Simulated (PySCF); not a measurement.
Computed IR spectrum (relative IR intensity) of a molecule CH8ClNSi2. Geometry: PBE-D3(BJ)/def2-SVP. The values are those of a single conformer. Computed with PBE-D3(BJ)/def2-SVP in PySCF 2.14.0. Frequencies are harmonic and unscaled.

ν (cm⁻¹): 398 (w), 490 (m), 590 (w), 686 (w), 689 (w), 738 (w), 784 (m), 848 (s), 864 (s), 894 (m), 912 (vs), 926 (m), 967 (w), 1160 (s), 1220 (w), 2147 (m), 2158 (m), 2185 (m), 2188 (m), 3491 (w) (against the strongest line: vs over 80 %, s over 45 %, m over 15 %, w over 4 %, vw less)

### Question
Identify the compound among the candidates.
(A) C[Si@@H](Cl)N[SiH3]
(B) NC[Si@@H]([SiH3])Cl
(C) CN[SiH2][SiH2]Cl
(D) N[C@H]([SiH3])[SiH2]Cl

### Answer
A, C[Si@@H](Cl)N[SiH3]
